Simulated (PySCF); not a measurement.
Zinc: a sound run and one with changed settings

Sound run: Zn [Ar] 3d10 4s2, Zn⁺ [Ar] 3d10 4s1. All numbers are calculated (PySCF 2.14, no relativity, point nucleus, in 6-31G*). In the sound run the correlated levels freeze [Ar]. The sound run starts from symmetry-adapted Hartree-Fock orbitals and uses a fine grid where one is needed.

Changed run: all electrons correlated in a basis built for the valence shell.

```tsv
species	method	sound run (hartree)	changed run (hartree)	converged
Zn	MP2	-1777.72777	-1777.76859	yes
Zn⁺	MP2	-1777.42528	-1777.46640	yes
```

Ionisation energy of Zn:

```tsv
method	sound run (eV)	changed run (eV)
UHF	7.401	7.401
MP2	8.231	8.223
SCS-MP2	8.291	8.282
```

A valence basis has no tight correlating functions, so it recovers only part of the core correlation, and not evenly between atom and ion.

For comparison, NIST gives 9.394 eV between the lowest levels.
